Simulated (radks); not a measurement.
Results of a calculation; reference values are marked as such.
Problem. The mean radii <r> (bohr) of the occupied orbitals of an atom or ion are listed with their occupations. Code: a radial shooting solver on a logarithmic mesh with Libxc functionals. Model: Dirac Kohn-Sham, relativistic LDA (MacDonald-Vosko exchange, VWN5 correlation), spin-unpolarised, spherical densities, finite nucleus; Fermi nuclear charge, rms radius of each element as measured or else 0.836 A^(1/3) + 0.57 fm.

| orbital | occ. | <r> |
|---|---|---|
| 1s1/2 | 2 | 0.02372 |
| 2s1/2 | 2 | 0.1008 |
| 2p1/2 | 2 | 0.08444 |
| 2p3/2 | 4 | 0.09083 |
| 3s1/2 | 2 | 0.2669 |
| 3p1/2 | 2 | 0.2563 |
| 3p3/2 | 4 | 0.2687 |
| 3d3/2 | 4 | 0.2398 |
| 3d5/2 | 6 | 0.2436 |
| 4s1/2 | 2 | 0.6078 |
| 4p1/2 | 2 | 0.6233 |
| 4p3/2 | 4 | 0.6514 |
| 4d3/2 | 4 | 0.6978 |
| 4d5/2 | 6 | 0.7077 |
| 5s1/2 | 2 | 1.417 |
| 5p1/2 | 2 | 1.556 |
| 5p3/2 | 3 | 1.626 |
| 4f5/2 | 3 | 0.9380 |

Name the element and its charge.

Solution. Z = 60, neodymium, charge +4: Nd4+ in [Kr] 4d10 4f(5/2: 3, 7/2: 0) 5s2 5p(1/2: 2, 3/2: 3). The 1s radius gives Z: for a bare nucleus <r> = (2 gamma + 1)/(2Z) with gamma = sqrt(1 - (Z/c)^2), 0.02332 bohr for Z = 60, and screening makes it slightly larger (0.02372 here). The occupations add up to 56, and the charge is Z minus that.
